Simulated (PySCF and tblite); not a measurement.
Values are calculated unless marked as measured or tabulated.
Stationary points of C₃H₄GeO₂ at PBE0-D3(BJ)/def2-SVP, in Å:

Structure A

```
 1 C     3.092    0.496    0.053
 2 C     1.895    0.325    0.036
 3 C     0.469    0.120    0.016
 4 O    -0.184    0.199   -1.058
 5 O    -0.165   -0.147    1.070
 6 Ge   -1.968   -0.319   -0.035
 7 H     4.157    0.649    0.068
 8 H    -1.925   -1.829   -0.281
 9 H    -2.673    0.054    1.286
10 H    -2.695    0.452   -1.156
```

Structure B

```
 1 C     3.057    0.569    0.092
 2 C     1.901    0.313   -0.163
 3 C     0.529   -0.004   -0.518
 4 O     0.191   -0.325   -1.634
 5 O    -0.306    0.096    0.501
 6 Ge   -2.059   -0.300    0.081
 7 H     4.083    0.797    0.318
 8 H    -2.123   -1.757   -0.383
 9 H    -2.723   -0.088    1.446
10 H    -2.540    0.705   -0.968
```

Level: PBE0/pcSseg-1 + D3(BJ) on PBE0-D3(BJ)/def2-SVP stationary points, with GFN2-xTB thermal terms.

Task: Which structure is a saddle point, and along which motion?

Result: A: one imaginary mode (280i cm⁻¹ at GFN2-xTB, mostly on O4, O5, H10), along the shift of Ge6 from O5 to O4.

Task: Give their symmetry and energies above the lowest.

Result: A Cs, 12.6 kcal/mol; B Cs, 0.0 kcal/mol.

Spin–orbit effects of heavy atoms on shieldings are missing.
